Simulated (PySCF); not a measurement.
# Group charges in `O=C/C=C/C(=O)CC[SiH3]`

Compound: C6H10O2Si.
Atom-mapped SMILES: `[O:1]=[CH:2]/[CH:3]=[CH:4]/[C:5](=[O:6])[CH2:7][CH2:8][SiH3:9]` (hydrogens: H10 on C2; H11 on C3; H12 on C4; H13, H14 on C7; H15, H16 on C8; H17, H18, H19 on Si9)

Structure used (GFN2-xTB), in Å, numbered top down from 1:
```
atom  x, y, z in Å
O1     4.5585    0.9406   -1.0029
C2     3.8232    0.6166   -0.1086
C3     2.3704    0.4603   -0.2451
C4     1.5971    0.0942    0.7811
C5     0.1234   -0.0524    0.7435
O6    -0.5163    0.0035    1.7706
C7    -0.5385   -0.2467   -0.5901
C8    -1.9311   -0.8396   -0.4238
Si9   -2.9776    0.0439    0.9149
H10    4.2058    0.4025    0.9076
H11    1.9681    0.6678   -1.2272
H12    2.0367   -0.0710    1.7582
H13    0.0919   -0.8616   -1.2369
H14   -0.6130    0.7461   -1.0463
H15   -1.8322   -1.8938   -0.1626
H16   -2.4402   -0.8046   -1.3861
H17   -4.3518    0.0250    0.3791
H18   -2.9937   -0.6726    2.1822
H19   -2.5904    1.4511    1.0154
```

Atomic charges (e) from the PBE0/pcSseg-1 density (PySCF):

```json
{"atom": "O1", "Mulliken": "-0.3391", "IAO": "-0.3699", "Hirshfeld": "-0.2135", "ESP-fitted": "-0.4396"}
{"atom": "C2", "Mulliken": "+0.2951", "IAO": "+0.2534", "Hirshfeld": "+0.1245", "ESP-fitted": "+0.4642"}
{"atom": "C3", "Mulliken": "-0.1602", "IAO": "-0.1660", "Hirshfeld": "-0.0281", "ESP-fitted": "-0.0571"}
{"atom": "C4", "Mulliken": "-0.1207", "IAO": "-0.1509", "Hirshfeld": "-0.0220", "ESP-fitted": "-0.5192"}
{"atom": "C5", "Mulliken": "+0.2565", "IAO": "+0.3787", "Hirshfeld": "+0.1759", "ESP-fitted": "+0.7368"}
{"atom": "O6", "Mulliken": "-0.3745", "IAO": "-0.3809", "Hirshfeld": "-0.1636", "ESP-fitted": "-0.4788"}
{"atom": "C7", "Mulliken": "-0.2656", "IAO": "-0.3065", "Hirshfeld": "-0.0754", "ESP-fitted": "-0.1204"}
{"atom": "C8", "Mulliken": "-0.4927", "IAO": "-0.5349", "Hirshfeld": "-0.1572", "ESP-fitted": "-0.2627"}
{"atom": "Si9", "Mulliken": "+0.5375", "IAO": "+0.6136", "Hirshfeld": "+0.2800", "ESP-fitted": "+0.4310"}
{"atom": "H10", "Mulliken": "+0.0786", "IAO": "+0.1016", "Hirshfeld": "+0.0460", "ESP-fitted": "+0.0084"}
{"atom": "H11", "Mulliken": "+0.1316", "IAO": "+0.1670", "Hirshfeld": "+0.0603", "ESP-fitted": "+0.1125"}
{"atom": "H12", "Mulliken": "+0.1281", "IAO": "+0.1696", "Hirshfeld": "+0.0586", "ESP-fitted": "+0.2202"}
{"atom": "H13", "Mulliken": "+0.1526", "IAO": "+0.1521", "Hirshfeld": "+0.0472", "ESP-fitted": "+0.0557"}
{"atom": "H14", "Mulliken": "+0.1694", "IAO": "+0.1640", "Hirshfeld": "+0.0563", "ESP-fitted": "+0.0690"}
{"atom": "H15", "Mulliken": "+0.1472", "IAO": "+0.1490", "Hirshfeld": "+0.0394", "ESP-fitted": "+0.0735"}
{"atom": "H16", "Mulliken": "+0.1448", "IAO": "+0.1539", "Hirshfeld": "+0.0432", "ESP-fitted": "+0.0856"}
{"atom": "H17", "Mulliken": "-0.1200", "IAO": "-0.1530", "Hirshfeld": "-0.1027", "ESP-fitted": "-0.1714"}
{"atom": "H18", "Mulliken": "-0.0736", "IAO": "-0.1145", "Hirshfeld": "-0.0822", "ESP-fitted": "-0.0947"}
{"atom": "H19", "Mulliken": "-0.0950", "IAO": "-0.1264", "Hirshfeld": "-0.0868", "ESP-fitted": "-0.1130"}
```

**Question.** Cut each of the bonds C2–C3, C3–C4, C4–C5, C5–C7, C8–C7 and Si9–C8 in turn and sum the charges on the side of the atom named first.

**Answer.** In e; the other side holds the opposite charge:

```tsv
bond cut	piece	atoms	Mulliken	IAO	Hirshfeld	ESP-fitted
C2–C3	CHO	3	+0.035	-0.015	-0.043	+0.033
C3–C4	C2H2O	5	+0.006	-0.014	-0.011	+0.088
C4–C5	C3H3O	7	+0.013	+0.005	+0.026	-0.211
C5–C7	C4H3O2	9	-0.105	+0.003	+0.038	+0.047
C8–C7	CH5Si	7	+0.048	-0.012	-0.066	-0.052
Si9–C8	SiH3	4	+0.249	+0.220	+0.008	+0.052
```

Extremes among these pieces. Mulliken: lowest C4H3O2 at C5, highest SiH3 at Si9; IAO: lowest CHO at C2, highest SiH3 at Si9; Hirshfeld: lowest CH5Si at C8, highest C4H3O2 at C5; ESP-fitted: lowest C3H3O at C4, highest C2H2O at C3.

**Question.** Do the schemes agree better on the pieces than on the single atoms at the cuts?

**Answer.** The spread between schemes averages 0.154 e for the pieces and 0.374 e for the atoms named first; it is smaller for the piece at 6 of the 6 cuts. On average they agree better on the pieces. The sign differs between schemes (beyond ±0.03 e) for CHO at C2, C4H3O2 at C5 and CH5Si at C8.

One conformer (not necessarily the lowest) at the GFN2-xTB geometry, without solvent, vibrations or thermal averaging.
